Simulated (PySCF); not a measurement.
**V(2+) (vanadium, charge +2) across methods**

[Ar] 3d2 4s1, high-spin 4F determinant (an excited configuration). All numbers are calculated (PySCF 2.14, the non-relativistic Hamiltonian (point nucleus), in def2-QZVPPD (11s6p5d3f2g, 93 functions)).

| method | E (hartree) | mean ε 3p β (eV) | mean ε 3d α (eV) | mean ε 4s α (eV) | Σ⟨r²⟩ (bohr²) | ⟨S²⟩ |
| --- | --- | --- | --- | --- | --- | --- |
| r2SCAN | -942.870 | -66.265 | -29.121 | -20.593 | 21.65 | 3.751 |
| TPSSh | -942.925 | -66.712 | -29.654 | -20.586 | 21.68 | 3.751 |
| HSE06 | -942.724 | -67.755 | -30.370 | -20.870 | 21.65 | 3.751 |
| revPBE | -942.792 | -65.320 | -28.432 | -20.327 | 21.69 | 3.750 |
| LDA | -940.713 | -65.424 | -28.399 | -20.683 | 21.60 | 3.750 |
| B97-3 | -942.792 | -68.363 | -30.854 | -21.058 | 21.65 | 3.751 |
| PBE | -942.655 | -65.334 | -28.453 | -20.414 | 21.67 | 3.750 |
| PBE0 | -942.703 | -68.170 | -30.812 | -21.176 | 21.67 | 3.751 |
| UHF | -941.98913 | -75.227 | -37.238 | -23.031 | 21.94 | 3.753 |
